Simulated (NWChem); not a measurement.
Species: BCl cation, doublet; SMILES of the neutral closed-shell parent ClB

```xyz
2

B      0.0000     0.0000    -1.2134
Cl     0.0000     0.0000     0.3903
```
Atoms are numbered in this order, from 1.

All runs: NWChem. Pople sets run with spherical d functions. Spin-unrestricted. The geometry was optimised at PBE0/def2-SVP, spin-unrestricted. This spin state was assumed; another may lie lower. No stability test was run on the SCF state. Vzz is the largest principal value of the second derivative of the potential at the nucleus (NWChem prints the opposite sign); η is the asymmetry. Non-relativistic.

| level | Vzz B1 (a.u.) | η B1 | Vzz Cl2 (a.u.) | η Cl2 |
|---|---|---|---|---|
| CAM-B3LYP/def2-SVP | -0.372 | 0.00 | 1.388 | 0.00 |
| CAM-B3LYP/cc-pVTZ | -0.420 | 0.00 | 1.337 | 0.00 |
| PBE/6-31G* | ___ | 0.00 | ___ | 0.00 |
| PBE/def2-TZVP | -0.370 | 0.00 | 1.346 | 0.00 |

Task: Fill in the missing entries.

Result: 
- PBE/6-31G*, Vzz B1 (a.u.): -0.307
- PBE/6-31G*, Vzz Cl2 (a.u.): 1.590
